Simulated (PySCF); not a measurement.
H4PSi, SMILES [SiH2]P, multiplicity 2. Atoms are numbered in the order given.

```xyz
6

Si    -1.1296     0.1117     0.0000
P      1.1000    -0.1364     0.0000
H     -1.6845    -0.5568     1.2128
H     -1.6845    -0.5568    -1.2128
H      1.3420     0.7976     1.0412
H      1.3420     0.7976    -1.0412
```
Charge 0, spin multiplicity 2.

The structure is a stationary point at PBE0-D3(BJ)/def2-TZVP. The isomer is the one that the SMILES or the coordinates give; other isomers of the formula were not compared.

Computed with PBE/pcH-1 in PySCF.

Unrestricted Kohn–Sham, ⟨S²⟩ = 0.752. Hyperfine tensors hold the contact and dipolar terms, without spin-orbit corrections.

Computed hyperfine couplings:
```
nucleus     A(iso) (MHz)  A(iso) (G)  dipolar principal values (MHz)
----------  ------------  ----------  ------------------------------
29Si no. 1        -423.8      -151.2              -151.8, 75.6, 76.3
31P no. 2           45.9        16.4             -57.3, -49.2, 106.4
1H no. 3            32.8        11.7                  -8.4, 1.0, 7.4
1H no. 4            32.8        11.7                  -8.4, 1.0, 7.4
1H no. 5            24.4         8.7                 -3.6, -0.4, 3.9
1H no. 6            24.4         8.7                 -3.6, -0.4, 3.9
```

### Question
And the g tensor (effective nuclear charges for spin-orbit coupling, GIAO)? (An estimate is asked for; the answer gives what the named calculation found.)

### Answer
principal values 2.0015, 2.0042, 2.0083; isotropic 2.0047.
